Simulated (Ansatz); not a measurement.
Tuning the range parameter of LC-ωPBE so that −HOMO meets the ionisation energy; basis def2-SVP, Ansatz. System: the cluster MgB₆ (the lowest singlet isomer of a short search). Charge 0, multiplicity 1. Geometry: PBE0-D4/def2-SVP. The ionised state is a doublet.

Geometry of the singlet:

| atom | x (Å) | y (Å) | z (Å) |
| --- | --- | --- | --- |
| Mg1 | -2.715 | 0.204 | -1.393 |
| B2 | 0.361 | -0.731 | 1.482 |
| B3 | -0.914 | 1.157 | -0.822 |
| B4 | 0.421 | 0.426 | -1.071 |
| B5 | 1.866 | -0.935 | 1.352 |
| B6 | -0.391 | 0.224 | 0.447 |
| B7 | 1.371 | -0.345 | 0.005 |

The restricted singlet is unstable towards broken spin symmetry in Hartree–Fock (as tested in another run); at LC-ωPBE (ω = 0.10 bohr⁻¹)/def2-SVP, LC-ωPBE (ω = 0.15 bohr⁻¹)/def2-SVP, LC-ωPBE (ω = 0.20 bohr⁻¹)/def2-SVP, LC-ωPBE (ω = 0.30 bohr⁻¹)/def2-SVP this wasn't settled. At LC-ωPBE (ω = 0.15 bohr⁻¹)/def2-SVP, LC-ωPBE (ω = 0.20 bohr⁻¹)/def2-SVP, LC-ωPBE (ω = 0.30 bohr⁻¹)/def2-SVP the charge 1 doublet is spin-contaminated (final ⟨S²⟩ up to 0.98, 0.75 for a pure state). The structure comes from a short search, and lower isomers may exist.

```
ω (1/bohr)  HOMO (eV)  LUMO (eV)  vertical IE (eV)  HOMO + IE (eV)
       0.1      -6.14      -3.04              6.98            0.84
      0.15      -6.55      -2.68              6.92            0.37
       0.2      -6.85      -2.45              6.87            0.01
       0.3      -7.24      -2.22              6.76           -0.48
```

Where does the tuning condition hold?

Near ω = 0.20 bohr⁻¹, by linear interpolation.
